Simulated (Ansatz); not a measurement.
H7N2OScSi (`[NH2][Sc]([NH2])[O][SiH3]`) at its PBE0-D4/def2-TZVP geometry, where that method's forces vanish. Total charge 0; spin multiplicity 1.

```tsv
atom	x (Å)	y (Å)	z (Å)
N1	0.572	-1.444	-2.013
Sc2	-0.160	-0.793	-0.286
N3	-1.271	-2.028	0.803
O4	0.200	0.977	0.321
Si5	0.498	2.478	0.863
H6	0.435	-2.366	-2.410
H7	1.150	-0.925	-2.662
H8	-1.513	-2.982	0.566
H9	-1.701	-1.826	1.696
H10	0.037	3.499	-0.120
H11	-0.206	2.730	2.153
H12	1.958	2.680	1.090
```

Q: For each bond, give half the difference of the two atoms' forces along it (eV/Å; positive pushes the atoms apart) under PBE-D4, r2SCAN-D4, B3LYP-D4, ωB97M-V in def2-TZVPP. (Estimate.)

A: The calculation gave: 
| bond | length (Å) | PBE-D4 | r2SCAN-D4 | B3LYP-D4 | ωB97M-V |
| --- | --- | --- | --- | --- | --- |
| N1–Sc2 | 1.986 | -0.12 | 0.02 | 0.09 | 0.07 |
| N1–H6 | 1.013 | 0.25 | 0.01 | -0.04 | -0.06 |
| N1–H7 | 1.012 | 0.24 | 0.00 | -0.04 | -0.06 |
| Sc2–N3 | 1.985 | -0.12 | 0.02 | 0.09 | 0.07 |
| Sc2–O4 | 1.906 | -0.18 | 0.04 | 0.00 | 0.04 |
| N3–H8 | 1.013 | 0.25 | 0.01 | -0.04 | -0.06 |
| N3–H9 | 1.012 | 0.24 | 0.00 | -0.04 | -0.06 |
| O4–Si5 | 1.623 | 0.40 | 0.03 | 0.13 | 0.15 |
| Si5–H10 | 1.491 | 0.01 | -0.04 | -0.10 | -0.15 |
| Si5–H11 | 1.491 | 0.00 | -0.04 | -0.10 | -0.15 |
| Si5–H12 | 1.491 | 0.01 | -0.03 | -0.09 | -0.15 |

B3LYP here is the variant with VWN-RPA as its local correlation; programs differ in this.

Program: Ansatz 0.2.0.
